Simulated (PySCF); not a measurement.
A PySCF script (with the pyscf-properties extension) for the NMR shieldings of `CP(C1CC1)C(F)(F)F`, C$_{5}$H$_{8}$F$_{3}$P, on a GFN2-xTB geometry:

```python
import basis_set_exchange as bse
import numpy as np
from pyscf import gto, dft
from pyscf.prop import nmr

atoms = """
C     1.481419    1.518990    0.497222
P     0.606843   -0.055895    0.894991
C    -0.806292    0.067355   -0.264238
C    -2.156563    0.399243    0.310168
C    -1.881061   -0.982171   -0.175101
C     1.660462   -1.133793   -0.250721
F     1.743285   -0.671221   -1.511819
F     1.173172   -2.378953   -0.333727
F     2.921503   -1.233375    0.197935
H     2.495331    1.476013    0.894097
H     0.951293    2.333529    0.987845
H     1.512513    1.697039   -0.577691
H    -0.566817    0.464099   -1.246598
H    -2.808522    1.033741   -0.270957
H    -2.231143    0.557368    1.376049
H    -1.763928   -1.766992    0.557618
H    -2.338493   -1.312947   -1.094983
"""
names = dict.fromkeys(["C", "P", "F", "H"], "pcSseg-1")
basis = {el: gto.basis.parse(bse.get_basis(n, elements=[el], fmt="nwchem")) for el, n in names.items()}
mol = gto.M(atom=atoms, basis=basis, charge=0, verbose=0)
mf = dft.RKS(mol, xc="PBE0")
mf.grids.level = 2
mf.grids.alignment = dft.numint.BLKSIZE   # the property module wants whole blocks of grid points
mf.conv_tol = 1e-9
mf.kernel()

calc = nmr.RKS(mf)   # GIAO
C = mf.mo_coeff
Co = C[:, mf.mo_occ > 0]
resp = mf.gen_response(singlet=True, hermi=2)
def vind(x):   # induced exchange potential for any number of trial vectors
    d = np.einsum("pi,xij,qj->xpq", C, 2 * x.reshape(-1, C.shape[1], Co.shape[1]), Co, optimize=True)
    return np.einsum("xpq,pi,qj->xij", resp(d - d.transpose(0, 2, 1)), C, Co, optimize=True).ravel()
mo1, _ = nmr.rhf.solve_mo1(calc, with_cphf=vind)
sigma = calc.kernel(mo1)
for i, s in enumerate(sigma):   # ppm
    print("%2d %-2s %9.2f" % (i, mol.atom_pure_symbol(i), np.trace(s) / 3))
```

**Question.** Give the expected output.

**Answer.** 
```
 0 C     175.44
 1 P     334.76
 2 C     176.11
 3 C     181.73
 4 C     181.18
 5 C      44.74
 6 F     256.88
 7 F     247.21
 8 F     249.89
 9 H      30.26
10 H      30.35
11 H      29.92
12 H      30.81
13 H      30.89
14 H      31.32
15 H      31.07
16 H      30.78
```

These numbers come from an equivalent density-fitted implementation of the same equations, which agrees with the script to about 0.01 ppm for H and up to a few tenths of a ppm for heavy atoms, so last digits may differ.

Size and cost of the density-fitted run: 200 basis functions, 26 s wall time on 1 thread of an Arm Neoverse V2, shared host; peak memory 0.89 GiB.
